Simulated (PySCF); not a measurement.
Working out the excitation energy of Be

Be [He] 2s2 (1S) → Be [He] 2s1 2p1 (3P). All numbers are calculated (PySCF 2.14, scalar relativity by spin-free X2C-1e, in x2c-TZVPPall with one added diffuse shell of s type (6s3p1d, 20 functions)). Frozen: nothing. Energies in hartree (1 hartree = 27.21139 eV):

| part | Be (lower) | Be (upper) |
| --- | --- | --- |
| UHF | -14.575080 | -14.514898 |
| MP2 opposite-spin | -0.053790 | -0.027294 |
| MP2 same-spin | -0.000924 | -0.002976 |

Question: What does Hartree-Fock give?

Answer: (-14.514898) − (-14.575080) = 0.060182 hartree = 1.638 eV.

Question: What do MP2 and SCS-MP2 (6/5 opposite-spin, 1/3 same-spin) give?

Answer: The opposite-spin parts differ by 0.721 eV and the same-spin parts by -0.056 eV. MP2: 1.638 + (0.721) + (-0.056) = 2.303 eV. SCS-MP2: 1.638 + 1.2 × (0.721) + (-0.056)/3 = 2.485 eV.

Measured between the centres of the two terms (NIST): 2.725 eV, so MP2 (valence and next inner shell) is off by -0.422 eV.

What remains against the reference includes basis incompleteness and correlation beyond second order.
